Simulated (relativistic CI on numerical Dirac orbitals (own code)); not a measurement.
## Yb³⁺: q coefficients and field-shift factors

These numbers are calculated, not measured: Dirac-Coulomb-Breit CI, orbitals from a KLI potential per configuration, valence Slater integrals scaled by 0.85, P86 correlation energy added to each configuration, derivatives by finite differences, QED left out (own radial code, finite nucleus).

CI space (outside the closed core [Kr] 4d10 5s2): 4f¹³5p⁶, 4f¹²5p⁶5d, 4f¹²5p⁶6s, 4f¹³5p⁵5d, 4f¹²5p⁶6p, 4f¹⁴5p⁵, 4f¹²5p⁶5f, 4f¹²5p⁶6d. Levels of other configurations are missing.

With x = (α/α₀)² − 1 an excitation energy changes as ω = ω₀ + qx; K = 2q/ω₀ is the relative enhancement. Terms are leading LS components, so labels can repeat. The field-shift factor is F = δν/δ⟨r²⟩ for the transition from the lowest level.

Lowest level 4f¹³5p⁶ ²F°7/2.

| Level | ω₀ (cm⁻¹) | q (cm⁻¹) | F (GHz/fm²) |
| --- | --- | --- | --- |
| 4f¹³5p⁶ ²F°5/2 | 9863.9 | 8808 | 0.5 |
| 4f¹²5p⁶5d ⁴F9/2 | 60825.4 | -45220 | 16.6 |
| 4f¹²5p⁶5d ²K15/2 | 64512.6 | -45320 | 16.6 |
| 4f¹²5p⁶5d ⁴G11/2 | 65101.3 | -44730 | 16.7 |
| 4f¹²5p⁶5d ⁴F7/2 | 66456.4 | -42260 | 17 |
| 4f¹²5p⁶5d ⁴K17/2 | 66510.4 | -42440 | 17.1 |
| 4f¹²5p⁶5d ⁴H13/2 | 68075.5 | -44860 | 16.7 |
| 4f¹²5p⁶5d ⁴G9/2 | 70095.0 | -42240 | 17 |
| 4f¹²5p⁶5d ²H11/2 | 70409.8 | -43950 | 17 |
| 4f¹²5p⁶5d ²F5/2 | 70737.0 | -45450 | 16.8 |
| 4f¹²5p⁶5d ⁴I15/2 | 70759.3 | -42360 | 17.1 |
| 4f¹²5p⁶5d ⁴H13/2 | 71185.7 | -41610 | 17.1 |
| 4f¹²5p⁶5d ⁴F7/2 | 71836.1 | -43680 | 16.9 |

For a near-neutral ion this model can misplace configurations by up to about 10,000 cm⁻¹ (more where the count of f electrons changes) and terms by 10 to 25 % of their spread. Rates follow the energies as ν³ (E1, M1) or ν⁵ (E2), so they and the lifetimes can be off by large factors. The fine structure of a lone outer electron comes out too small, for d and f at times inverted, and misplaced configurations move strength between like terms.

**Question.** Which transition from the lowest level has the largest |K|?

**Answer.** 4f¹³5p⁶ ²F°5/2 at 9863.9 cm⁻¹, K = 1.79.
